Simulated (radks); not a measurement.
Effect of the nuclear size on neutral rubidium, [Kr] 5s1. Calculated with a radial shooting solver on a logarithmic mesh with Libxc functionals: Dirac Kohn-Sham, BLYP, spin-unpolarised, spherical densities, finite nucleus; Fermi nuclear charge, rms radius 4.2036 fm. The rms radius is varied about that value; shifts are against it.

| rms radius (fm) | total energy shift (eV) | density at nucleus (e/bohr^3) | 1s1/2 shift (meV) | 2s1/2 shift (meV) | 3p1/2 shift (meV) | 4s1/2 shift (meV) |
|---|---|---|---|---|---|---|
| 3.7034 | -0.162 | 5.555e+04 | -68.5 | -7.01 | 0.112 | -0.131 |
| 4.0481 | -0.0523 | 5.514e+04 | -22.2 | -2.27 | 0.036 | -0.042 |
| 4.2036 | 0 | 5.496e+04 | 0.000 | 0.000 | 0.000 | 0.000 |
| 4.5483 | 0.122 | 5.46e+04 | 51.8 | 5.30 | -0.085 | 0.099 |
| 5.0822 | 0.329 | 5.409e+04 | 139 | 14.3 | -0.229 | 0.267 |

Slopes of the eigenvalues against <r^2> in GHz/fm^2, as finite differences over the two radii next to the reference (eigenvalue slopes, not the field-shift constants of lines): 1s1/2 4160, 2s1/2 425, 3p1/2 -6.82, 4s1/2 7.95.
